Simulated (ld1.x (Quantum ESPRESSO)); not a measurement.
**Building the PAW potential for strontium (Sr) (PBE, scalar-relativistic).**

```
Element                 : Sr
Generator               : ld1.x (Quantum ESPRESSO) 7.5
Type                    : PAW
Functional              : PBE
Relativity              : scalar-relativistic
Frozen core             : [Ar] 3d10 4s2
Valence charge          : 8
Reference configuration : 4p6 4d0 5s0 5p0 (charge +2)
Partial waves           : 5s (bound, empty): rcut 2.40, rcutus 3.10 bohr; 5s channel at 2.25 Ry: rcut 2.40, rcutus 3.10 bohr; 4p (bound): rcut 2.00, rcutus 2.65 bohr; 5p (bound, empty): rcut 2.00, rcutus 2.65 bohr; 4d (bound, empty): rcut 2.20, rcutus 3.00 bohr; 4d channel at -0.3 Ry: rcut 2.20, rcutus 3.00 bohr
Local potential         : all-electron potential smoothed inside 2.45 bohr (lloc = -1)
Core correction         : a·sin(br)/r model core, default radius (ld1.x builds one for every PAW set, though the input has nlcc=.false.)
Augmentation charge     : BESSEL, radius 1.65 bohr
```

All-electron outer shells of the reference configuration (PBE, scalar-relativistic, ld1.x):

```csv
shell,level (eV),outermost node (bohr),outermost maximum (bohr)
4s,-54.72,0.59,1.19
4p,-36.52,0.61,1.32
5s,-13.60,1.62,3.20
4d,-13.29,0.65,1.89
5p,-9.81,1.88,3.76
```

What the tests gave:

* Configuration tests: test run stopped at test 4 of 7 (negative rho), 3 before it not solved; not counted: 4p6 4d0 5s2 5p0 (solver errors, printed error -364 eV); 4p6 4d0 5s1 5p0 (solver errors, printed error -332 eV); 4p6 4d0 5s1.5 5p0 (solver errors, printed error -326 eV)
* Lowest eigenvalue of the overlap operator: -2.48 (p channel); it is negative, so in a basis up to 400 Ry S is not positive definite and the file is unfit for use

The ghost test of this file was not conclusive. Its overlap operator is not positive definite in a basis up to 400 Ry (lowest eigenvalue s -0.15, p -2.48), so the file is unfit for use: the generalised eigenproblem breaks down once the basis is large enough, and its test numbers describe a broken file.

Generation and tests took about 2.2 s on one core of a shared server CPU.
